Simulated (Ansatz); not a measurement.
The Si1–F2 bond of F2Si (SMILES F[Si]F) is stretched (multiplicity 1, the rest rigid).
Geometry at rest (charge 0, multiplicity 1):
| atom | x (Å) | y (Å) | z (Å) |
|---|---|---|---|
| Si | 0.0130 | 0.0021 | 0.5770 |
| F | 1.0115 | -0.7030 | -0.4692 |
| F | -1.0318 | 0.6997 | -0.4283 |

Frozen-core correlation.

Codes used: Ansatz (Gaussian basis) for Hartree–Fock, density functionals and correlated methods. Values without a source in brackets are computed.

Energies above the point at 1.609 Å (the B3LYP-D3(BJ) bond length), FIC-MRCISD+Q on CASSCF(6,4)/cc-pV(D+d)Z (kcal/mol): 16.69 at 1.448 Å; 4.93 at 1.770 Å; 136.46 at 5.149 Å.

Problem. Take the last value as the depth D of a Morse curve D(1 − e^(−a(R − R₀)))², fit a and R₀ to the two near points, and test it at 2.172 and 2.816 Å.

Solution. 
With D = 136.5, both near points (counted from the curve's value at 1.609 Å) are met by a = 1.61 Å⁻¹ and R₀ = 1.636 Å, so k = 2Da² = 709 kcal/(mol Å²). The curve then gives 45.5 and 98.5 kcal/mol; the level itself gives 45.3 and 103.6, so Morse is off by 0.1 and -5.1.

Doubts at one or more of the structures used: active orbitals that take no part (FIC-MRCISD+Q on CASSCF(6,4)/cc-pV(D+d)Z).

Ansatz is a program for electronic structure.
